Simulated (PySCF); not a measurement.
Working out the ionisation energy of I+

I+ [Kr] 4d10 5s2 5p4 (3P) → I(2+) [Kr] 4d10 5s2 5p3 (4S). Computed with PySCF 2.14 in def2-QZVPPD with the def2 core potential (28 electrons) (8s7p5d4f1g, 91 functions), with scalar relativity through the core potential. Frozen: nothing. Energies in hartree (1 hartree = 27.21139 eV):

| part | I+ (lower) | I(2+) (upper) |
| --- | --- | --- |
| UHF | -296.308966 | -295.658984 |
| MP2 opposite-spin | -0.498700 | -0.472444 |
| MP2 same-spin | -0.269770 | -0.264214 |

Q: What does Hartree-Fock give?

A: (-295.658984) − (-296.308966) = 0.649982 hartree = 17.687 eV.

Q: What do MP2 and SCS-MP2 (6/5 opposite-spin, 1/3 same-spin) give?

A: The opposite-spin parts differ by 0.714 eV and the same-spin parts by 0.151 eV. MP2: 17.687 + (0.714) + (0.151) = 18.552 eV. SCS-MP2: 17.687 + 1.2 × (0.714) + (0.151)/3 = 18.594 eV.

Measured between the centres of the two terms (NIST): 18.750 eV, so MP2 (valence and next inner shell) is off by -0.198 eV.

What remains against the reference includes basis incompleteness and correlation beyond second order.
